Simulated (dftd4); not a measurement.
Cl$_{4}$OW, singlet, at a GFN2-xTB geometry (such geometries of metal compounds can be far from the true shape); D4 for bp86 run with dftd4 4.2.0.

Input for dftd4:
```
$ dftd4 mol.xyz --func bp86 --charge 0 --json dftd4.json --noedisp

# file mol.xyz
6

W      0.16461245    -0.05051104    -0.09004072
O      1.58033747    -0.48492377    -0.86442259
Cl     0.48222147    -0.52046481     2.10349082
Cl    -1.21233975     0.74450032    -1.70412629
Cl    -1.15304426    -1.89345041    -0.11588472
Cl     0.42292598     2.11748592     0.51524926
```

Task: What does dftd4 print? Leave out banner, timings and long lists.

Result: 
```
                    ____  _____ _____     ____  _  _
      -------------|  _ \|  ___|_   _|---|  _ \| || |------------
     |             | | | | |_    | | ___ | | | | || |_           |
     |             | |_| |  _|   | ||___|| |_| |__   _|          |
     |             |____/|_|     |_|     |____/   |_|            |
     |             ===================================           |
     |            E. Caldeweyher, S. Ehlert & S. Grimme          |
     |          Mulliken Center for Theoretical Chemistry        |
     |                    University of Bonn                     |
      -----------------------------------------------------------

Rational (Becke-Johnson) damping: bp86-D4-ATM
---------------------
  s6         1.0000
  s8         3.3550
  s9         1.0000
  a1         0.4365
  a2         4.9241
 alp        16.0000
--------------------

Dispersion energy:      -1.7602101352693E-02 Eh

[Info] JSON dump of results written to 'dftd4.json'
```
